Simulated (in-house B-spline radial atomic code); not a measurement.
Ionisation energies along the 16-electron series, configuration 1s2 2s2 2p6 3s2 3p1/2(2) 3p3/2(2), as differences of self-consistent energies. Dirac energy differences include first-order Breit, QED and recoil terms. NIST's values go from ground level to ground level; the uncertainty of those that are theory runs from under 0.1 % in few-electron ions to several per cent in heavy many-electron ones. Computed with a B-spline radial code for spherical atoms: Dirac-Hartree-Fock, jj configuration that fills j = l - 1/2 first, finite nuclei.

A number in brackets counts the electrons of a j subshell.

```tsv
ion	configuration after	ionisation energy (eV)	IE/(q+1)² (eV)	-ε less Coulomb ΔSCF (eV)	Breit and QED recoil part (eV)	tabulated value (eV)	tabulated kind	computed minus tabulated (eV)
S	[Ne] 3s2 3p1/2(2) 3p3/2(1)	10.8	10.82	0.57664	0.0010737	10.36001	measured	0.5
Cl+	[Ne] 3s2 3p1/2(2) 3p3/2(1)	24.5	6.1136	0.48708	-0.00039805	23.81364	measured	0.6
Ar2+	[Ne] 3s2 3p1/2(2) 3p3/2(1)	41.5	4.6134	0.45455	-0.0028784	40.735	semi-empirical	0.8
K3+	[Ne] 3s2 3p1/2(2) 3p3/2(1)	61.9	3.8672	0.46486	-0.0065264	60.917	semi-empirical	1.0
Ca4+	[Ne] 3s2 3p1/2(2) 3p3/2(1)	85.4	3.4176	0.51507	-0.011437	84.34	semi-empirical	1.1
Sc5+	[Ne] 3s2 3p1/2(2) 3p3/2(1)	112.2	3.1158	0.60621	-0.017705	110.68	semi-empirical	1.5
Ti6+	[Ne] 3s2 3p1/2(2) 3p3/2(1)	142.0	2.8985	0.73837	-0.025528	140.68	semi-empirical	1.3
V7+	[Ne] 3s2 3p1/2(2) 3p3/2(1)	175.0	2.7343	0.73393	-0.035028	173.55	semi-empirical	1.4
Cr8+	[Ne] 3s2 3p1/2(2) 3p3/2(1)	211.1	2.6056	0.731	-0.046378	209.5	semi-empirical	1.6
Mn9+	[Ne] 3s2 3p1/2(2) 3p3/2(1)	250.2	2.502	0.72916	-0.059657	248.6	semi-empirical	1.6
Fe10+	[Ne] 3s2 3p1/2(2) 3p3/2(1)	292.4	2.4167	0.72809	-0.075079	290.9	semi-empirical	1.5
Co11+	[Ne] 3s2 3p1/2(2) 3p3/2(1)	337.7	2.3453	0.7276	-0.092709	336.1	semi-empirical	1.6
Ni12+	[Ne] 3s2 3p1/2(2) 3p3/2(1)	386.1	2.2845	0.72752	-0.11283	384.5	semi-empirical	1.6
Cu13+	[Ne] 3s2 3p1/2(2) 3p3/2(1)	437.5	2.2322	0.72775	-0.13533	436	semi-empirical	1.5
Zn14+	[Ne] 3s2 3p1/2(2) 3p3/2(1)	492.0	2.1867	0.72822	-0.16063	490.6	semi-empirical	1.4
```

Problem. How far is this level of theory from the measured and semi-empirical values?

Solution. Over those 15 rows the differences run from +0.46 to +1.62 eV (mean absolute value 1.3 eV). The calculation leaves out correlation and, in open shells, the multiplet splittings that an average leaves out.
